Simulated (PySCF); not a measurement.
In(Cl)3 anion (Cl3In), SMILES [Cl][In]([Cl])[Cl] (connectivity only; charge and spin as stated), charge -1, multiplicity 2.

Coordinates come from a PBE-D3(BJ)/def2-SVPD optimisation. The multiplicity is an assumed one; other spin states were not compared. The isomer is the one that the SMILES or the coordinates give; other isomers of the formula were not compared. The def2 effective core potentials stand for the cores of In; spin–orbit coupling is left out.

These are PBE-D3(BJ)/def2-SVPD in PySCF values and carry that method's errors.

Frequencies are harmonic and unscaled.

Modes within 1.5 cm⁻¹ of each other (mostly degenerate sets) share a row, with their intensities summed.

```csv
mode,ν (cm⁻¹),IR (km/mol),moving atoms (share of kinetic energy)
1–2,69,4.4,"Cl 88 %, In 12 %"
3,80,6.4,"Cl 65 %, In 35 %"
4,244,16.6,"Cl 87 %, In 13 %"
5–6,258,181.4,"Cl 69 %, In 31 %"
```
